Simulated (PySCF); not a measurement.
From one molecule to another.

First species: C6H15PSi.
SMILES: `CCCP1CC([SiH3])C1`

Second species: C₅H₆F₃N₃.
Atom-mapped SMILES: `[CH3:1][c:2]1[cH:3][n:4][n:5][n:6]1[CH2:7][C:8]([F:9])([F:10])[F:11]` (hydrogens: H12, H13, H14 on C1; H15 on C3; H16, H17 on C7)

Levels: PBE0/pcSseg-1 for dipole moment, HOMO energy, LUMO energy and HOMO–LUMO gap; GFN2-xTB for rotational constant A and rotational constant C. Geometries: GFN2-xTB. All species are isolated and taken at one optimised geometry, non-relativistic unless stated. Electronic properties by PySCF.

The conformers computed, where there is a choice (atom-mapped SMILES and torsion angles):
- `[CH3:1][CH2:2][CH2:3][P:4]1[CH2:5][CH:6]([SiH3:7])[CH2:8]1`: C1–C2–C3–P4 -179°, C2–C3–P4–C5 -87°
- `[CH3:1][c:2]1[cH:3][n:4][n:5][n:6]1[CH2:7][C:8]([F:9])([F:10])[F:11]`: N5–N6–C7–C8 94°, N6–C7–C8–F9 -59°

Which has the higher HOMO energy?

The first: -6.34 eV against -7.56 eV, a difference of 1.22 eV.

Which of the two has the higher rotational constant A, and by how much?

The first: 3.355 GHz against 2.088 GHz, a difference of 1.267 GHz.

Which of the two has the higher HOMO–LUMO gap, and by how much?

The second: 7.26 eV against 6.80 eV, a difference of 0.46 eV.

Which of the two has the higher rotational constant C, and by how much?

The second: 0.679 GHz against 0.565 GHz, a difference of 0.114 GHz.

Which has the higher LUMO energy?

The first: 0.46 eV against -0.30 eV, a difference of 0.76 eV.

Which has the higher dipole moment?

The second: 4.68 D against 1.36 D, a difference of 3.32 D.

On the first: The dipole matches unit charges of opposite sign 0.28 Å apart (1 e·Å = 4.8032 D). A dipole of 1.36 D is allowed in C1, and pure rotational transitions are dipole-allowed.

On the second: The dipole equals about 15.6 × 10⁻³⁰ C·m (1 D = 3.33564 × 10⁻³⁰ C·m).
